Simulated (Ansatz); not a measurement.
A structure relaxed at PBE0-D4/def2-TZVP, charge 0, multiplicity 1:

| atom | x (Å) | y (Å) | z (Å) |
| --- | --- | --- | --- |
| C1 | -0.8379 | -0.0738 | 1.9397 |
| N2 | -1.0476 | 0.2859 | 0.7524 |
| Si3 | 0.1750 | 0.4773 | -0.4641 |
| N4 | -0.0575 | -0.5055 | -1.8423 |
| O5 | 1.6170 | 0.1023 | 0.2390 |
| H6 | 0.1578 | -0.3073 | 2.3435 |
| H7 | -1.6745 | -0.1713 | 2.6431 |
| H8 | 0.1043 | 1.8809 | -0.9326 |
| H9 | -0.6532 | -0.1682 | -2.5818 |
| H10 | -0.1442 | -1.5052 | -1.7436 |
| H11 | 2.3610 | -0.0151 | -0.3532 |

Problem. Give its formula and SMILES.

Solution. CH6N2OSi, `C=N[SiH](N)O`.

Problem. Summarise the bond lengths by kind.

Solution. 1 × C–N 1.258 Å; 2 × C–H 1.097 to 1.100 Å; 2 × N–Si 1.709 to 1.735 Å; 1 × O–Si 1.647 Å; 1 × H–Si 1.481 Å; 2 × H–N 1.008 Å; 1 × H–O 0.958 Å.

Computed with Ansatz.
